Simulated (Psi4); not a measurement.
H7OSi2 (SMILES [SiH3][OH+][SiH3]), charge +1, singlet, at a GFN2-xTB geometry; MP2/6-31G** (Psi4).

Psi4 was given this input:
```
memory 2 GB

molecule {
1 1
  Si    1.57259310   -0.32787865    0.43128443
  O     0.04546575   -0.19736209   -0.52085237
  Si   -1.59645535    0.44638018   -0.13762810
  H     2.51490900   -0.40711010   -0.67455778
  H     1.51112540    0.92190961    1.16707567
  H     1.34061387   -1.54617037    1.19083611
  H     0.08210873   -0.66697740   -1.36331658
  H    -2.19054693   -0.67297857    0.57578869
  H    -2.06000854    0.68633742   -1.49582128
  H    -1.22785623    1.60486461    0.65562572
}

set basis 6-31g**

energy('mp2')
print_variables()
```

What the program printed (banner, timings and long lists left out):

```
    SCF Algorithm Type (re)set to DF.

   => Loading Basis Set <=

    Name: 6-31G**
    Role: ORBITAL
    Keyword: BASIS

         ---------------------------------------------------------
                                   SCF
               by Justin Turney, Rob Parrish, Andy Simmonett
                          and Daniel G. A. Smith
                              RHF Reference
         ---------------------------------------------------------

  ==> Geometry <==

    Molecular point group: c1
    Full point group: C1

    Geometry (in Angstrom), charge = 1, multiplicity = 1:

       Center              X                  Y                   Z               Mass
    ------------   -----------------  -----------------  -----------------  -----------------
         SI           1.572216640615    -0.328862998782     0.432035304628    27.976926534650
         O            0.045089290615    -0.198346438782    -0.520101495372    15.994914619570
         SI          -1.596831809385     0.445395831218    -0.136877225372    27.976926534650
         H            2.514532540615    -0.408094448782    -0.673806905372     1.007825032230
         H            1.510748940615     0.920925261218     1.167826544628     1.007825032230
         H            1.340237410615    -1.547154718782     1.191586984628     1.007825032230
         H            0.081732270615    -0.667961748782    -1.362565705372     1.007825032230
         H           -2.190923389385    -0.673962918782     0.576539564628     1.007825032230
         H           -2.060384999385     0.685353071218    -1.495070405372     1.007825032230
         H           -1.228232689385     1.603880261218     0.656376594628     1.007825032230

  Running in c1 symmetry.

  Rotational constants: A =      0.81824  B =      0.09258  C =      0.08858 [cm^-1]
  Rotational constants: A =  24530.25441  B =   2775.62117  C =   2655.59393 [MHz]
  Nuclear repulsion =  163.679434611849985

  Charge       = 1
  Multiplicity = 1
  Electrons    = 42
  Nalpha       = 21
  Nbeta        = 21

  ==> Algorithm <==

  SCF Algorithm Type is DF.
  DIIS enabled.
  MOM disabled.
  Fractional occupation disabled.
  Guess Type is SAD.
  Energy threshold   = 1.00e-08
  Density threshold  = 1.00e-08
  Integral threshold = 1.00e-12

  ==> Primary Basis <==

  Basis Set: 6-31G**
    Blend: 6-31G**
    Number of shells: 43
    Number of basis functions: 88
    Number of Cartesian functions: 88
    Spherical Harmonics?: false
    Max angular momentum: 2

   => Loading Basis Set <=

    Name: (6-31G** AUX)
    Role: JKFIT
    Keyword: DF_BASIS_SCF

  ==> Integral Setup <==

  SCF_SUBTYPE=INCORE selected. In-core MEM_DF algorithm will be used.
  Using in-core AOs.

  ==> MemDFJK: Density-Fitted J/K Matrices <==

    J tasked:                   Yes
    K tasked:                   Yes
    wK tasked:                   No
    Algorithm:                 Core
    Schwarz Cutoff:           1E-12
    Mask sparsity (%):       3.9256
    Fitting Condition:        1E-10

   => Auxiliary Basis Set <=

  Basis Set: (6-31G** AUX)
    Blend: CC-PVDZ-JKFIT
    Number of shells: 159
    Number of basis functions: 516
    Number of Cartesian functions: 516
    Spherical Harmonics?: false
    Max angular momentum: 3

  Minimum eigenvalue in the overlap matrix is 8.2663302927E-03.
  Reciprocal condition number of the overlap matrix is 1.3254551227E-03.
    Using symmetric orthogonalization.

  ==> Pre-Iterations <==

  SCF Guess: Superposition of Atomic Densities via on-the-fly atomic UHF (no occupation information).

   -------------------------
    Irrep   Nso     Nmo
   -------------------------
     A         88      88
   -------------------------
    Total      88      88
   -------------------------

  ==> Iterations <==

                           Total Energy        Delta E     RMS |[F,P]|

   @DF-RHF iter SAD:  -655.95189381386399   -6.55952e+02   0.00000e+00
[...]
  Energy and wave function converged.

  ==> Post-Iterations <==

    Orbital Energies [Eh]
    ---------------------

    Doubly Occupied:

[...]
    Virtual:

[...]
      88A      4.084693

    Final Occupation by Irrep:
              A
    DOCC [    21 ]
    NA   [    21 ]
    NB   [    21 ]

  @DF-RHF Final Energy:  -656.57431006365687

   => Energetics <=

    Nuclear Repulsion Energy =            163.6794346118499845
    One-Electron Energy =               -1226.1080558148300952
    Two-Electron Energy =                 405.8543111393232721
    Total Energy =                       -656.5743100636568670

Computation Completed

Properties will be evaluated at   0.000000,   0.000000,   0.000000 [a0]

Properties computed using the SCF density matrix

 Multipole Moments:

 ------------------------------------------------------------------------------------
     Multipole            Electronic (a.u.)      Nuclear  (a.u.)        Total (a.u.)
 ------------------------------------------------------------------------------------

 L = 1.  Multiply by 2.5417464519 to convert [e a0] to [Debye]
 Dipole X            :          0.0366236           -0.0305908            0.0060328
 Dipole Y            :         -0.1561335           -0.0799866           -0.2361201
 Dipole Z            :         -0.4197819            0.0610151           -0.3587667
 Magnitude           :                                                    0.4295378

 ------------------------------------------------------------------------------------

  //>>>>>>>>>>>>>>>>>>>>>>>>>>>>>>>>>>>//
  //               DFMP2               //
  //<<<<<<<<<<<<<<<<<<<<<<<<<<<<<<<<<<<//

   => Loading Basis Set <=

    Name: (6-31G** AUX)
    Role: RIFIT
    Keyword: DF_BASIS_MP2

	 --------------------------------------------------------
	                          DF-MP2
	      2nd-Order Density-Fitted Moller-Plesset Theory

	        Rob Parrish, Justin Turney, Andy Simmonett,
	           Ed Hohenstein, and C. David Sherrill
	 --------------------------------------------------------

   => Auxiliary Basis Set <=

  Basis Set: (6-31G** AUX)
    Blend: CC-PVDZ-RI
    Number of shells: 108
    Number of basis functions: 306
    Number of Cartesian functions: 351
    Spherical Harmonics?: true
    Max angular momentum: 3

	 --------------------------------------------------------
	                 NBF =    88, NAUX =   306
	 --------------------------------------------------------
	   CLASS    FOCC     OCC    AOCC    AVIR     VIR    FVIR
	   PAIRS       0      21      21      67      67       0
	 --------------------------------------------------------

	-----------------------------------------------------------
	 ==================> DF-MP2 Energies <====================
	-----------------------------------------------------------
	 Reference Energy          =    -656.5743100636568670 [Eh]
	 Singles Energy            =      -0.0000000000000000 [Eh]
	 Same-Spin Energy          =      -0.0800292359213420 [Eh]
	 Opposite-Spin Energy      =      -0.3196275100109987 [Eh]
	 Correlation Energy        =      -0.3996567459323407 [Eh]
	 Total Energy              =    -656.9739668095892284 [Eh]
	-----------------------------------------------------------
	 ================> DF-SCS-MP2 Energies <==================
	-----------------------------------------------------------
	 SCS Same-Spin Scale       =       0.3333333333333333 [-]
	 SCS Opposite-Spin Scale   =       1.2000000000000000 [-]
	 SCS Same-Spin Energy      =      -0.0266764119737807 [Eh]
	 SCS Opposite-Spin Energy  =      -0.3835530120131984 [Eh]
	 SCS Correlation Energy    =      -0.4102294239869791 [Eh]
	 SCS Total Energy          =    -656.9845394876438149 [Eh]
	-----------------------------------------------------------

  Variable Map:
  ----------------------------------------------------------------------------
[...]
  Array Variable Map:
  ----------------------------------------------------------------------------
[...]
[...]
```
